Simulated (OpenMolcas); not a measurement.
Computed levels of 4s² 4p³ in ions with 33 electrons, in cm-1 above ⁴S°_3/2.

```yaml
Program: OpenMolcas 26.06
Method: CASSCF
Basis: ANO-R2
Scalar_Hamiltonian: X2C, finite nucleus
Spin-orbit_coupling: state interaction with AMFI integrals over the reference wave functions, term energies averaged over their components
```

Active space for each ion: 5 electrons in 4 orbitals (4s 4p).

```
  Level     As   Br2+   Kr3+
²D°_3/2  14458  19633  21572
²D°_5/2  14760  20702  23269
²P°_1/2  20548  29197  33023
²P°_3/2  20883  30476  35122
```

Problem. Estimate ²D°_3/2, ²D°_5/2 for Se+ from its neighbours As and Br2+.

Solution. ²D°_3/2 is another term, which grows about linearly with the charge: (14458 + 19633) / 2 = 17046. The calculation gives 17300, so the estimate is off by -1.5 %; the measured value is 13168 (NIST Handbook of Basic Atomic Spectroscopic Data).
²D°_5/2 is another term, which grows about linearly with the charge: (14760 + 20702) / 2 = 17731. The calculation gives 17918, so the estimate is off by -1.0 %; the measured value is 13784 (NIST Handbook of Basic Atomic Spectroscopic Data).

Without dynamic correlation excited terms often stand tens of per cent too high (terms of higher spin than the ground term too low), and those without a measured partner can miss by more than the paired ones (holds for As; Se+). Computed and measured levels are paired by configuration, term and J; levels that our copy of the source lacks, or whose pairing is in doubt (as where it misses far off the trend of its configuration), stay unpaired and out of the deviations. Only configurations of the active space appear.

° marks odd parity.
